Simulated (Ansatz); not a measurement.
Relaxation of ClH9OSiW (13 atoms, charge 0, multiplicity 1), to a largest force component of 0.03 eV/Å in at most 50 steps.

The calculation used RKS PBE-D4/def2-SVP (Ansatz 0.2.0).

```xyz
13
Properties=species:S:1:pos:R:3:forces:R:3
W -0.153 0.144 0.206 0.20 -0.03 0.73
Cl -0.145 -0.565 2.464 -0.25 -0.08 -0.50
H 1.143 -0.425 -0.736 -0.03 0.00 0.00
O -0.619 1.802 -0.578 0.01 -0.04 0.06
H -1.105 1.980 -1.403 -0.02 0.02 -0.06
H -1.700 -0.434 -0.098 0.01 -0.01 0.00
H -0.302 -1.519 -0.054 -0.01 0.02 -0.03
H -0.545 -0.385 -1.345 0.01 -0.02 0.05
Si 2.439 2.339 1.599 0.38 0.44 -0.06
H 3.586 1.786 2.390 0.00 0.00 0.00
H 2.878 2.732 0.220 0.00 0.00 0.01
H 1.804 3.501 2.304 0.00 0.00 0.00
H 1.417 1.262 1.514 -0.31 -0.30 -0.20
```

Task: Where does it end, and by what steps?

Result: The forces met the threshold. After 12 steps the energy has fallen by 0.128 eV; H12 moved furthest, 0.52 Å.

```json
{"step": "0", "energy less start (eV)": "0.0000", "largest force component (eV/Å)": "0.732", "accepted": "yes"}
{"step": "1", "energy less start (eV)": "-0.0705", "largest force component (eV/Å)": "0.449", "accepted": "yes"}
{"step": "2", "energy less start (eV)": "-0.0888", "largest force component (eV/Å)": "0.122", "accepted": "yes"}
{"step": "3", "energy less start (eV)": "-0.0968", "largest force component (eV/Å)": "0.075", "accepted": "yes"}
{"step": "4", "energy less start (eV)": "-0.1022", "largest force component (eV/Å)": "0.078", "accepted": "yes"}
{"step": "5", "energy less start (eV)": "-0.1075", "largest force component (eV/Å)": "0.061", "accepted": "yes"}
{"step": "6", "energy less start (eV)": "-0.1114", "largest force component (eV/Å)": "0.136", "accepted": "yes"}
{"step": "7", "energy less start (eV)": "-0.1151", "largest force component (eV/Å)": "0.114", "accepted": "yes"}
{"step": "8", "energy less start (eV)": "-0.1199", "largest force component (eV/Å)": "0.190", "accepted": "yes"}
{"step": "9", "energy less start (eV)": "-0.1239", "largest force component (eV/Å)": "0.119", "accepted": "yes"}
{"step": "10", "energy less start (eV)": "-0.1258", "largest force component (eV/Å)": "0.064", "accepted": "yes"}
{"step": "11", "energy less start (eV)": "-0.1271", "largest force component (eV/Å)": "0.042", "accepted": "yes"}
{"step": "12", "energy less start (eV)": "-0.1276", "largest force component (eV/Å)": "0.028", "accepted": "yes"}
```

```xyz
13
Properties=species:S:1:pos:R:3
W -0.093 0.096 0.356
Cl -0.523 -0.898 2.408
H 1.243 -0.501 -0.513
O -0.386 1.886 -0.217
H -0.807 2.188 -1.044
H -1.650 -0.293 -0.146
H -0.361 -1.480 -0.175
H -0.366 -0.172 -1.283
Si 2.340 2.314 1.406
H 3.562 2.144 2.261
H 2.709 2.514 -0.030
H 1.462 3.413 1.920
H 1.567 1.005 1.542
```

Whether the end is a true minimum wasn't checked by a vibrational analysis.

Run time: 15 s on 4 threads of Intel(R) Xeon(R) 6975P-C (Granite Rapids), on a shared host, peak memory 0.2 GiB.
